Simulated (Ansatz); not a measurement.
Start from `CC1=CB(Cl)C1` and change one atom or group to get `CC1=CB(F)C1`.

Ansatz, PBE0-D4/def2-TZVP geometries, multiplicity 1. 

```csv
property,`CC1=CB(Cl)C1`
size of the dipole moment (PBE/def2-TZVPP) / D,2.61
LUMO energy (B3LYP/def2-TZVPP) / eV,-1.40
LUMO energy (ωB97M-V/def2-TZVPP) / eV,0.87
HOMO–LUMO gap (PBE0/def2-TZVPP) / eV,6.50
size of the dipole moment (B3LYP/def2-TZVPP) / D,2.63
HOMO–LUMO gap (PBE/def2-TZVPP) / eV,4.43
```

(1) Give the same properties after the change, and the shifts. (Best estimate.)

Answers

(1) The calculation gave: 
| property | `CC1=CB(F)C1` | shift |
| --- | --- | --- |
| size of the dipole moment (PBE/def2-TZVPP) / D | 2.41 | -0.20 |
| LUMO energy (B3LYP/def2-TZVPP) / eV | -1.01 | 0.39 |
| LUMO energy (ωB97M-V/def2-TZVPP) / eV | 1.30 | 0.43 |
| HOMO–LUMO gap (PBE0/def2-TZVPP) / eV | 6.89 | 0.39 |
| size of the dipole moment (B3LYP/def2-TZVPP) / D | 2.46 | -0.17 |
| HOMO–LUMO gap (PBE/def2-TZVPP) / eV | 4.77 | 0.34 |

Dipoles are sizes alone; their direction can turn.

B3LYP here is the variant with VWN-RPA as its local correlation; programs differ in this.
